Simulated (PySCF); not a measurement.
A structure optimised at PBE-D3(BJ)/def2-SVP, used in a PySCF frequency run:

```xyz
11

Si     1.2409    -1.1439     0.3724
Cl     2.0466     0.7446     0.7759
C     -0.1726    -0.9676    -0.8473
Ge    -1.5054     0.4139    -0.3552
H      0.7487    -1.7166     1.6707
H      2.3512    -2.0008    -0.1669
H     -0.6931    -1.9470    -0.9190
H      0.2227    -0.7266    -1.8558
H     -0.9541     1.8228    -0.6780
H     -1.8236     0.3130     1.1596
H     -2.8086     0.1722    -1.1632
```

**Question.** Write its SMILES and formula.

**Answer.** Cl[SiH2][CH2][GeH3], CH₇ClGeSi

**Question.** What are its rotational constants (standard atomic weights)?

**Answer.** 4.6393, 1.1812, 0.99222 GHz
